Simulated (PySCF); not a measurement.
Z-matrix (Å, degrees):
```
Al
S 1 2.1817
H 2 1.3453 1 93.31
S 1 2.1846 2 116.79 3 -179.41
H 4 1.3443 1 94.13 2 -179.29
S 1 2.1870 2 119.16 3 0.61
H 6 1.3443 1 94.53 2 -179.36
```
Charge 0, multiplicity 1.

Q: What is the computed LUMO, total energy and HOMO–LUMO gap (PySCF 2.14.0 with PBE-D3(BJ)/def2-TZVP // B3LYP-D3(BJ)/def2-TZVP)?

A: 
```yaml
LUMO: -1.50 eV
total_energy: -39139.52 eV
HOMO–LUMO gap: 5.01 eV
```
